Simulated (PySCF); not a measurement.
PySCF job for C2H8ClNSi, SMILES CN([SiH2]Cl)C, PBE/pcSseg-1. Coordinates come from a ωB97X-D3(BJ)/def2-SVP optimisation. The values are those of a single conformer.

```python
import numpy as np
from pyscf import gto, scf, dft
from pyscf.prop.nmr import rks as nmr

mol = gto.M(
    atom='''
    Si   -0.41954774    0.86607128    0.00000000
    Cl   -1.94889506   -0.55213605   -0.00000000
    N     1.15033582    0.17449735    0.00000000
    C     1.73119503   -0.35841070   -1.21868461
    C     1.73119503   -0.35841071    1.21868461
    H    -0.59207437    1.66269800    1.23961836
    H    -0.59207437    1.66269802   -1.23961834
    H     1.27937413    0.12024907   -2.10132900
    H     1.58390673   -1.45219597   -1.31212300
    H     2.81789016   -0.16037008   -1.24879741
    H     1.58390674   -1.45219597    1.31212299
    H     1.27937414    0.12024906    2.10132900
    H     2.81789018   -0.16037009    1.24879740
    ''',
    basis='pcSseg-1',
    charge=0,
    spin=0,
    max_memory=1600,
    verbose=3,
)
mf = dft.RKS(mol, xc='pbe')
mf.grids.level = 3
mf.conv_tol = 1e-10
mf.max_cycle = 100
mf.kernel()
n = nmr.NMR(mf)
n.verbose = 2
n.max_cycle_cphf = 60
sigma = n.kernel()
print('atom   isotropic/ppm   span/ppm')
for i, s in enumerate(sigma):
    w = np.linalg.eigvalsh((s + s.T) / 2)
    print(f'{mol.atom_symbol(i):2s}{i + 1:3d} {w.mean():14.3f} {w[2] - w[0]:11.3f}')
```

Program output:

```
converged SCF energy = -884.966452878615
atom   isotropic/ppm   span/ppm
Si  1        349.431      94.974
Cl  2        880.476     248.010
N   3        208.855      57.306
C   4        138.565      64.686
C   5        138.565      64.686
H   6         25.867       9.488
H   7         25.867       9.488
H   8         28.268       9.755
H   9         28.543      10.626
H  10         28.735      10.726
H  11         28.543      10.626
H  12         28.268       9.755
H  13         28.735      10.726
```

Self-consistency was reached.

Cost: around 60 core-seconds (rough).
